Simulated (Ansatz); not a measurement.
Relaxation of ClH4NO2Si (9 atoms, charge 0, multiplicity 1), to a largest force component of 0.03 eV/Å in at most 50 steps.

Level of theory: Ansatz 0.2.0, RKS r2SCAN-D4/def2-SVP.

```xyz
9
Properties=species:S:1:pos:R:3:forces:R:3
Si -0.634 0.190 -0.114 0.02 -0.06 0.01
Cl 2.607 -0.522 0.770 -0.19 0.09 -0.32
N 0.112 0.366 -1.516 0.24 -0.13 0.18
H 2.043 -0.193 -0.375 -0.07 -0.02 0.15
O -1.289 1.277 0.921 0.04 -0.02 -0.04
O -0.901 -1.302 0.512 -0.07 0.06 0.04
H 0.261 1.269 -1.958 -0.02 0.05 0.02
H -1.645 0.958 1.761 0.01 -0.07 -0.04
H -0.553 -2.044 -0.001 0.03 0.08 0.01
```

Task: Where does it end, and by what steps?

Result: The run converged. After 38 steps the energy has fallen by 3.240 eV; H4 moved furthest, 2.01 Å. Parted: Cl2–H4 (1.32 → 3.73 Å). Joined: Si1–Cl2 (3.43 → 2.10 Å), N3–H4 (2.31 → 1.01 Å).

```json
{"step": "0", "energy less start (eV)": "0.0000", "largest force component (eV/Å)": "0.319", "accepted": "yes"}
{"step": "2", "energy less start (eV)": "-0.1640", "largest force component (eV/Å)": "0.754", "accepted": "yes"}
{"step": "4", "energy less start (eV)": "-0.2928", "largest force component (eV/Å)": "0.557", "accepted": "yes"}
{"step": "6", "energy less start (eV)": "-0.5580", "largest force component (eV/Å)": "0.953", "accepted": "yes"}
{"step": "8", "energy less start (eV)": "-0.8090", "largest force component (eV/Å)": "2.399", "accepted": "yes"}
{"step": "10", "energy less start (eV)": "-1.3942", "largest force component (eV/Å)": "1.967", "accepted": "yes"}
{"step": "12", "energy less start (eV)": "-2.1760", "largest force component (eV/Å)": "2.719", "accepted": "yes"}
{"step": "14", "energy less start (eV)": "-2.8920", "largest force component (eV/Å)": "2.659", "accepted": "yes"}
{"step": "16", "energy less start (eV)": "-3.1633", "largest force component (eV/Å)": "0.381", "accepted": "yes"}
{"step": "18", "energy less start (eV)": "-3.1797", "largest force component (eV/Å)": "0.141", "accepted": "yes"}
{"step": "20", "energy less start (eV)": "-3.1858", "largest force component (eV/Å)": "0.041", "accepted": "yes"}
{"step": "22", "energy less start (eV)": "-3.1276", "largest force component (eV/Å)": "1.538", "accepted": "no"}
{"step": "24", "energy less start (eV)": "-3.1901", "largest force component (eV/Å)": "0.057", "accepted": "yes"}
{"step": "26", "energy less start (eV)": "-3.1927", "largest force component (eV/Å)": "0.082", "accepted": "yes"}
{"step": "28", "energy less start (eV)": "-3.1981", "largest force component (eV/Å)": "0.312", "accepted": "yes"}
{"step": "30", "energy less start (eV)": "-3.2050", "largest force component (eV/Å)": "0.133", "accepted": "yes"}
{"step": "32", "energy less start (eV)": "-3.2095", "largest force component (eV/Å)": "0.164", "accepted": "yes"}
{"step": "34", "energy less start (eV)": "-3.2221", "largest force component (eV/Å)": "0.517", "accepted": "yes"}
{"step": "36", "energy less start (eV)": "-3.2398", "largest force component (eV/Å)": "0.061", "accepted": "yes"}
{"step": "38", "energy less start (eV)": "-3.2404", "largest force component (eV/Å)": "0.007", "accepted": "yes"}
```

```xyz
9
Properties=species:S:1:pos:R:3
Si -0.047 -0.068 0.165
Cl 1.416 -0.273 1.662
N 0.460 0.560 -1.317
H 0.905 -0.012 -2.023
O -1.142 0.999 0.784
O -0.577 -1.602 -0.124
H 0.566 1.555 -1.476
H -1.153 1.078 1.745
H -0.427 -2.237 0.585
```

Run time: 6.3 min on 2 threads of AMD EPYC 7571, with other jobs on the host, peak memory 0.19 GiB.
